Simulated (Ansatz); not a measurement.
Basis-set extrapolation for C$_{2}$H$_{4}$B$_{2}$ClF, SMILES `FB1CB(Cl)C1` (PBE0-D4/def2-TZVP geometry, frozen core, Ansatz). Multiplicity 1, RHF reference.

```csv
,def2-TZVPP,def2-QZVPP
HF,-686.566146,-686.588602
MP2 correlation,-0.958792,-1.035573
CCSD(T) correlation,-1.041331,not run
```

Energies in hartree. Use E(X) = E(∞) + A·exp(−7.88·√X) for Hartree–Fock and E(X) = E(∞) + B·X^(−2.97) for correlation, with X = 3 and 4, and add CCSD(T) minus MP2 of the smaller set to the MP2 limit.

Question: What is the CCSD(T) energy at the basis-set limit?

Answer: HF limit: -686.588602 + (-0.022456) × 0.13774 = -686.59170. MP2 limit: -1.035573 + (-0.076781) × 0.74074 = -1.09245. Higher-order term: -1.041331 − (-0.958792) = -0.08254. Total: -687.76669 hartree, 99.9 kcal/mol below CCSD(T)/def2-TZVPP.
